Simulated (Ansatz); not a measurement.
This geometry of BH4NO + H2S (10 atoms, charge 0, multiplicity 1) is a first-order saddle point.

Computed with RKS PBE0-D4/6-31G* (Ansatz).

```xyz
10
Properties=species:S:1:pos:R:3
B 0.046 -0.095 0.299
N -0.019 0.078 1.811
H -0.809 -0.342 2.291
H 0.854 -0.123 2.294
O 1.306 -0.334 -0.152
H 1.336 -0.369 -1.115
H -0.964 -0.348 -0.287
S -0.264 2.488 0.371
H -1.611 2.455 0.337
H -0.162 1.312 1.592
```

Q: Which two structures does it join? (They come from a converged band through this point; their orientation in space is the band's.)

A: Bonds broken: S8–H10. Bonds formed: B1–S8, N2–H10. BH4NO + H2S becomes BH6NOS.

Initial state:

```xyz
10
Properties=species:S:1:pos:R:3
B 0.156 -0.656 0.380
N -0.048 -0.379 1.745
H -0.821 -0.762 2.264
H 0.677 0.026 2.321
O 1.301 -0.187 -0.206
H 1.312 -0.372 -1.151
H -0.683 -1.257 -0.239
S -0.317 3.003 0.379
H -1.430 3.498 0.951
H -0.435 1.809 0.998
```

Final state:

```xyz
10
Properties=species:S:1:pos:R:3
B -0.071 0.377 0.254
N -0.132 0.018 1.855
H -0.219 -0.989 1.989
H 0.743 0.324 2.284
O 1.110 -0.330 -0.119
H 1.338 -0.117 -1.030
H -1.149 0.031 -0.196
S 0.139 2.298 0.156
H -1.147 2.619 -0.075
H -0.902 0.492 2.322
```

Q: How far does it lie above each of them?

A: 21.3 kcal/mol above the first and 24.5 kcal/mol above the second. This is the barrier of this one path; another mechanism may lie lower. The orbitals stay closed-shell, which can raise the energy where a bond breaks towards radicals; this wasn't checked here.

Run time: 8.1 min on 1 thread of Arm Neoverse V1, with other jobs on the host, peak memory 0.17 GiB.
